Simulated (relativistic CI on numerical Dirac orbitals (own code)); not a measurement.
# d1 to d9 in one tetrahedral field

Computed with a parametric ligand-field model without spin-orbit coupling, by exact diagonalisation: B = 880, C = 3820, 10Dq = -5000 cm⁻¹ (Td; |10Dq|/B = 5.7) for every shell. Energies in cm⁻¹; the field energy is (0.6 n_e − 0.4 n_t2) × 10Dq of the ground term; g labels are left out.

| Shell | Ground term | Electrons in e | Field energy | First spin-allowed bands | Lowest term of other spin |
| --- | --- | --- | --- | --- | --- |
| d1 | 2E | 1.000 | -3000 | 2T2 5000 |  |
| d2 | 3A2 | 2.000 | -6000 | 3T2 5000, 3T1 8622 | 1E 13884 |
| d3 | 4T1 | 1.887 | -3436 | 4T2 4243, 4A2 9243 | 2E 12638 |
| d4 | ? | ? | ? | ? | ? |
| d5 | 6A1 | 2.000 | 0 | none | 4T1 25098 |
| d6 | 5E | 3.000 | -3000 | 5T2 5000 | 3T1 16267 |
| d7 | 4A2 | 4.000 | -6000 | 4T2 5000, 4T1 8622 | 2E 16968 |
| d8 | 3T1 | 3.887 | -3436 | 3T2 4243, 3A2 9243 | 1T2 13184 |
| d9 | 2T2 | 4.000 | -2000 | 2E 5000 |  |

**Question.** Fill in the row of d4.

**Answer.** Ground term: 5T2; Electrons in e: 2.000; Field energy: -2000; First spin-allowed bands: 5E 5000; Lowest term of other spin: 3T1 15775. Every shell keeps the spin of the free ion. Tetrahedral fields of 3d complexes are almost always too weak to pair spins. High-spin d^(n+5) repeats the spin-allowed bands of d^n, since the half-filled shell is spherical.
